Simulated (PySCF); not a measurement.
First SCF of a structure search on singlet Tl₂O, at a hand-made bent geometry. PySCF input:

```python
from pyscf import gto, scf, dft
mol = gto.M(atom='''
O      0.000000     0.000000     0.000000
Tl     1.695600     0.000000     1.187300
Tl    -1.695600     0.000000     1.187300''',
    basis={'O': 'def2-TZVP', 'Tl': 'def2-TZVP'},
    ecp={'Tl': 'def2-TZVP'},
    charge=0, spin=0)
mf = dft.RKS(mol, xc='PBE')
mf.grids.atom_grid = (50, 194)
aux = {'O': 'def2-universal-JKFIT', 'Tl': 'def2-universal-JKFIT'}
mf = mf.density_fit(auxbasis=aux)
mf.conv_tol = 1e-08
mf.diis_space = 10
mf.max_cycle = 60
mf.init_guess = 'minao'
mf.verbose = 4
mf.kernel()
```

Excerpt of the output (cycles and frontier levels):

```
init E= -359.938840828558
  HOMO = -0.908076741341425  LUMO = -0.683206300160418  gap/eV = 6.11904
cycle= 1 E= -418.991710340035  delta_E= -59.1  |g|= 2.52  |ddm|= 13.3
  HOMO = 0.0265022227116299  LUMO = 0.0280465978569118  gap/eV = 0.04202
cycle= 2 E= -408.674635698485  delta_E= 10.3  |g|= 5.76  |ddm|= 8.74
  HOMO = -0.2962292701304  LUMO = -0.12852965111503  gap/eV = 4.56334
cycle= 3 E= -419.14736103507  delta_E= -10.5  |g|= 2.42  |ddm|= 5.24
  HOMO = -0.256176907021111  LUMO = -0.117055587146741  gap/eV = 3.78568
cycle= 4 E= -420.235632075664  delta_E= -1.09  |g|= 0.633  |ddm|= 1.48
  HOMO = -0.156477609090355  LUMO = -0.0735902506187074  gap/eV = 2.25548
cycle= 5 E= -420.19134681639  delta_E= 0.0443  |g|= 0.832  |ddm|= 1.16
  HOMO = -0.185534026144846  LUMO = -0.0807496760689794  gap/eV = 2.85133
cycle= 6 E= -420.344574937616  delta_E= -0.153  |g|= 0.105  |ddm|=  0.5
  HOMO = -0.180795212892709  LUMO = -0.0818527842338312  gap/eV = 2.69236
cycle= 7 E= -420.342969326893  delta_E= 0.00161  |g|= 0.126  |ddm|= 0.114
  HOMO = -0.187432293393065  LUMO = -0.0843732704675801  gap/eV = 2.80438
cycle= 8 E= -420.346308067221  delta_E= -0.00334  |g|= 0.0211  |ddm|= 0.0689
  HOMO = -0.187817952569805  LUMO = -0.0845572445088258  gap/eV = 2.80987
cycle= 9 E= -420.346372713178  delta_E= -6.46e-05  |g|= 0.011  |ddm|= 0.0113
  HOMO = -0.188068118117494  LUMO = -0.0845282120457398  gap/eV = 2.81746
cycle= 10 E= -420.346397166444  delta_E= -2.45e-05  |g|= 0.00242  |ddm|= 0.00539
  HOMO = -0.188207630657039  LUMO = -0.0845915501023953  gap/eV = 2.81954
cycle= 11 E= -420.346398442358  delta_E= -1.28e-06  |g|= 0.000164  |ddm|= 0.00156
  HOMO = -0.188214851561503  LUMO = -0.0845949055520236  gap/eV = 2.81964
cycle= 12 E= -420.346398447905  delta_E= -5.55e-09  |g|= 3.33e-05  |ddm|= 0.000112
  HOMO = -0.188222731880084  LUMO = -0.0845962449466704  gap/eV = 2.81982
Extra cycle  E= -420.346398442488  delta_E= 5.42e-09  |g|= 0.000167  |ddm|= 0.000107
converged SCF energy = -420.346398442488
```

No lower solution of this spin was found by a stability analysis within the restricted form, which does not test spin polarisation.

No spin–orbit coupling is included, which matters more the heavier the element.

The search for the lowest solution, with the stability check, took 8.7 s on 4 threads of a shared Arm Neoverse V1 host, with 131 basis functions; the process peaked at 0.31 GiB.
